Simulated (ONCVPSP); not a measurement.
## Reading a pseudo-wave (Mo (Z = 42))

Columns: radius, all-electron u(r) and pseudo u(r) of the 4p shell (level -39.71 eV) of molybdenum in the configuration [Ar] 3d10 4s2 4p6 4d5 5p1; BLYP, scalar-relativistic, ONCV scheme, ONCVPSP 4.0.1.

| r (bohr) | all-electron | pseudo |
| --- | --- | --- |
| 0.118 | 0.2356 | 0.0297 |
| 0.235 | -0.3892 | 0.1136 |
| 0.353 | -0.5074 | 0.2421 |
| 0.470 | -0.1937 | 0.3967 |
| 0.588 | 0.2337 | 0.5607 |
| 0.705 | 0.5956 | 0.7127 |
| 0.822 | 0.8419 | 0.8380 |
| 0.940 | 0.9767 | 0.9263 |
| 1.058 | 1.0199 | 0.9707 |
| 1.175 | 0.9991 | 0.9720 |
| 1.292 | 0.9387 | 0.9360 |
| 1.410 | 0.8560 | 0.8710 |
| 1.528 | 0.7642 | 0.7870 |
| 1.645 | 0.6723 | 0.6951 |
| 1.763 | 0.5839 | 0.6017 |
| 1.880 | 0.5031 | 0.5145 |
| 1.998 | 0.4298 | 0.4355 |
| 2.115 | 0.3656 | 0.3676 |
| 2.232 | 0.3095 | 0.3098 |
| 2.350 | 0.2607 | 0.2607 |
| 2.468 | 0.2188 | 0.2188 |
| 2.585 | 0.1835 | 0.1835 |
| 2.702 | 0.1535 | 0.1535 |
| 2.820 | 0.1280 | 0.1280 |
| 2.938 | 0.1065 | 0.1065 |
| 3.055 | 0.0887 | 0.0887 |

Question: How many radial nodes do the two functions have?

Answer: The all-electron 4p function has n − l − 1 = 2; the pseudo-wave has 0, since the states of the same l below it are removed with the core.

Question: At about which radius was the pseudo-wave matched?

Answer: 2.35 bohr. The columns agree to 0.0005 from 2.23 bohr on; several derivatives are matched, so the curves merge somewhat inside the radius.

Question: Is the pseudo-wave norm-conserving?

Answer: Yes: the ONCV scheme keeps the norm inside the radius equal to the all-electron one, which fixes the energy derivative of the logarithmic derivative at the level.
